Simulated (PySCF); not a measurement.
Ligands exchanged one at a time, Al Br-NH2. Gas-phase values, no solvent. Strings in code marks are SMILES.

The four lowest singlet excitations (Tamm–Dancoff). Method: B3LYP-D3(BJ)/def2-TZVP in PySCF. B3LYP has the VWN-RPA correlation part, as in Gaussian. Excitations are Tamm–Dancoff values on a coarser integration grid. The basis has no diffuse functions, so Rydberg states are missing or too high.

```json
[
 {"state": "S1", "energy (eV)": "5.54", "wavelength (nm)": "224", "oscillator strength": "0.009"},
 {"state": "S2", "energy (eV)": "6.12", "wavelength (nm)": "203", "oscillator strength": "0.030"},
 {"state": "S3", "energy (eV)": "6.25", "wavelength (nm)": "198", "oscillator strength": "0.000"},
 {"state": "S4", "energy (eV)": "6.44", "wavelength (nm)": "192", "oscillator strength": "0.000"}
]
```

Q: Name which member gives these states.
(A) `[NH2][Al]([NH2])[Br]`
(B) `[NH2][Al]([Br])[Br]`
(C) `[NH2][Al]([NH2])[NH2]`

A: B, `[NH2][Al]([Br])[Br]`
